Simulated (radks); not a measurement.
Question: Species: Dy+. Configuration: [Xe] 4f9 5d1 6s1 (not the ground configuration). Method: Dirac Kohn-Sham, PBE, spin-unpolarised, spherical densities, point nucleus; open shells fill j = l - 1/2 first; computed with a radial shooting solver on a logarithmic mesh with Libxc functionals. Some entries of the table are withheld. Estimate them.

orbital,occ.,eigenvalue (eV),<r^2> (bohr^2)
1s1/2,2,-53615.25,0.0006093
2s1/2,2,-8934.112,0.009460
2p1/2,2,(1),0.006847
2p3/2,4,(2),0.008073
3s1/2,2,-1999.437,0.06276
3p1/2,2,-1808.762,0.05828
3p3/2,4,-1642.605,0.06523
3d3/2,4,-1315.224,0.05172
3d5/2,6,-1278.953,0.05365
4s1/2,2,-406.3150,0.3165
4p1/2,2,-331.0877,0.3317
4p3/2,4,-293.8407,0.3698
4d3/2,4,-170.0009,0.4201
4d5/2,6,-163.2344,0.4351
5s1/2,2,(3),1.854
5p1/2,2,-38.3668,(4)
5p3/2,4,-33.3859,(5)
4f5/2,6,(6),0.8669
4f7/2,3,(7),0.8999
6s1/2,1,-9.4987,14.39
5d3/2,1,-8.4093,7.499
5d5/2,0,-8.0743,7.948

Answer: 
(1) 2p1/2 eigenvalue (eV): -8496.558
(2) 2p3/2 eigenvalue (eV): -7696.343
(3) 5s1/2 eigenvalue (eV): -59.0509
(4) 5p1/2 <r^2> (bohr^2): 2.354
(5) 5p3/2 <r^2> (bohr^2): 2.694
(6) 4f5/2 eigenvalue (eV): -15.8994
(7) 4f7/2 eigenvalue (eV): -14.9617
